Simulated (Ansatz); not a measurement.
Species: SiH₂SCl, charge 0, doublet. SiH2SCl (SMILES S[SiH]Cl, doublet).
B3LYP-D3(BJ)/def2-TZVP minimum from Ansatz (an electronic-structure program):
```xyz
5

Si    -0.1488     0.6993     0.4523
S      1.7176    -0.1429    -0.1960
Cl    -1.6224    -0.5227    -0.3324
H     -0.2654     0.6456     1.9388
H      2.4472     0.7354     0.5171
```
Charge 0, spin multiplicity 2.

Wanted: atomisation energy (electronic, to ground-state atoms), in kcal/mol. Open shells are spin-unrestricted; no spin-orbit coupling. CBS(X,Y): correlation extrapolated as X^-3, Hartree-Fock from the larger set. A bracket is a step between two methods taken in the basis named. Functionals run without relativity, which enters their misses. Double hybrids freeze cores in their MP2 part. '+ core + X2C': CCSD(T) terms for core correlation (cc-pwCVTZ, 1s frozen past Ne) and scalar relativity (cc-pVTZ-DK). For partners of very few electrons the exact lower level stands in for a higher one.

CCSD(T)/CBS(cc-pV(T+d)Z,cc-pV(Q+d)Z) + [CCSDT(Q) - CCSD(T)]/cc-pV(D+d)Z + core + X2C (Ansatz) gives 329.0 kcal/mol.

Task: How far off this value is PBE/def2-TZVPD (Ansatz), in which direction, and which of these levels come nearer: r2SCAN/def2-TZVPD, PBE0/def2-TZVPD, wB97M-V/def2-TZVPD, B2PLYP/def2-TZVPD, CCSD(T)/CBS(cc-pV(T+d)Z,cc-pV(Q+d)Z) + core + X2C?

Result: PBE gives 330.5 kcal/mol, 1.5 kcal/mol above it. Differences of the others: r2SCAN/def2-TZVPD (Ansatz) 4.4; PBE0/def2-TZVPD (Ansatz) -2.7; wB97M-V/def2-TZVPD (Ansatz) 0.7; B2PLYP/def2-TZVPD (Ansatz) -9.4; CCSD(T)/CBS(cc-pV(T+d)Z,cc-pV(Q+d)Z) + core + X2C (Ansatz) -0.5 kcal/mol. Nearer than PBE: wB97M-V/def2-TZVPD, CCSD(T)/CBS(cc-pV(T+d)Z,cc-pV(Q+d)Z) + core + X2C.
